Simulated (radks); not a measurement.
Removal energies from the copper ion Cu4+, [Ar] 3d(3/2: 4, 5/2: 3), by Delta-SCF beside the eigenvalue of the level emptied. Calculated with a radial shooting solver on a logarithmic mesh with Libxc functionals: Dirac Kohn-Sham, PBE, spin-unpolarised, spherical densities, finite nucleus; Fermi nuclear charge, rms radius of each element as measured or else 0.836 A^(1/3) + 0.57 fm. Sub-shells are occupied by j as written (lower j first in brackets).

removed from,final configuration,Delta-SCF (eV),-eigenvalue (eV)
3d5/2,"[Ar] 3d(3/2: 4, 5/2: 2)",82.752,70.749
3d3/2,"[Ar] 3d(3/2: 3, 5/2: 3)",83.143,71.108
3p3/2,"[Ne] 3s2 3p(1/2: 2, 3/2: 3) 3d(3/2: 4, 5/2: 3)",152.38,139.68
3p1/2,"[Ne] 3s2 3p(1/2: 1, 3/2: 4) 3d(3/2: 4, 5/2: 3)",155.20,142.40
